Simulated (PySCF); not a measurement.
Members of one series of related molecules.

All values: PBE0/pcSseg-1 (PySCF) at GFN2-xTB geometries, gas phase, one conformer each.

Task: Rank by dipole moment, highest first.
A. `[CH3:1][CH2:2]/[C:3]([F:4])=[C:5]1\[CH:6]=[CH:7][CH2:8]1` with C1–C2–C3–F4 67°
B. `[CH3:1][SiH2:2]/[C:3]([F:4])=[C:5]1\[CH:6]=[CH:7][CH2:8]1` with C1–Si2–C3–F4 -79°
C. `[CH3:1][CH2:2]/[C:3]([CH2:4][F:5])=[C:6]1\[CH:7]=[CH:8][CH2:9]1` with C1–C2–C3–C4 -72°, C2–C3–C4–F5 86°

Result: C (1.83 D), B (1.64 D), A (1.44 D).

Task: Rank by HOMO energy, highest first.
A. `CC[C@@H](F)[C@H]1C=CC1`
B. `CC/C(F)=C1\C=C[SiH2]C1`
C. `C[SiH2]/C(F)=C1\C=CC1`

Result: B (-6.31 eV), C (-6.56 eV), A (-7.43 eV).

Task: Rank by HOMO–LUMO gap, highest first.
A. `C1(=C(\F)CC)/C=CC1`
B. `CC[C@@H](F)[C@H]1C=CC1`
C. `CC/C(F)=C1\C=C[SiH2]C1`
D. `C1C=C/C1=C(\[SiH2]C)F`

Result: B (7.66 eV), A (5.89 eV), D (5.76 eV), C (5.46 eV).

All values together:

```
                SMILES                           change   formula  μ (D)  HOMO (eV)  LUMO (eV)  lowest IAO charge (e)  highest IAO charge (e)  lowest Hirshfeld charge (e)  highest Hirshfeld charge (e)
      CC/C(F)=C1\C=CC1                           parent     C7H9F   1.44      -6.34      -0.46             -0.417 (C)              +0.265 (C)                   -0.118 (C)                    +0.081 (C)
CC[C@@H](F)[C@H]1C=CC1  H2 added to a C-C multiple bond    C7H11F   1.60      -7.43       0.23             -0.420 (C)              +0.184 (C)                   -0.120 (C)                    +0.065 (C)
CC/C(F)=C1\C=C[SiH2]C1    SiH2 inserted into a C-C bond  C7H11FSi   1.41      -6.31      -0.84             -0.548 (C)             +0.755 (Si)                   -0.166 (C)                   +0.339 (Si)
     CC/C(CF)=C1\C=CC1     CH2 inserted into a C-F bond    C8H11F   1.83      -6.63      -0.83             -0.416 (C)              +0.154 (H)                   -0.129 (F)                    +0.055 (H)
 C[SiH2]/C(F)=C1\C=CC1                 C replaced by Si   C6H9FSi   1.64      -6.56      -0.80             -0.717 (C)             +0.760 (Si)                   -0.211 (C)                   +0.343 (Si)
```

Conformers: `[CH3:1][CH2:2]/[C:3]([F:4])=[C:5]1\[CH:6]=[CH:7][CH2:8]1` with C1–C2–C3–F4 67°; `[CH3:1][CH2:2][C@@H:3]([F:4])[C@H:5]1[CH:6]=[CH:7][CH2:8]1` with C1–C2–C3–F4 64°, C2–C3–C5–C6 74°; `[CH3:1][CH2:2]/[C:3]([F:4])=[C:5]1\[CH:6]=[CH:7][SiH2:8][CH2:9]1` with C1–C2–C3–F4 91°; `[CH3:1][CH2:2]/[C:3]([CH2:4][F:5])=[C:6]1\[CH:7]=[CH:8][CH2:9]1` with C1–C2–C3–C4 -72°, C2–C3–C4–F5 86°; `[CH3:1][SiH2:2]/[C:3]([F:4])=[C:5]1\[CH:6]=[CH:7][CH2:8]1` with C1–Si2–C3–F4 -79°.

Task: Give the shifts from the parent, `CC/C(F)=C1\C=CC1`.

Result: 
| SMILES | change in μ (D) | change in HOMO (eV) | change in LUMO (eV) |
| --- | --- | --- | --- |
| CC[C@@H](F)[C@H]1C=CC1 | +0.16 | -1.09 | +0.69 |
| CC/C(F)=C1\C=C[SiH2]C1 | -0.03 | +0.03 | -0.38 |
| CC/C(CF)=C1\C=CC1 | +0.39 | -0.29 | -0.37 |
| C[SiH2]/C(F)=C1\C=CC1 | +0.20 | -0.22 | -0.34 |
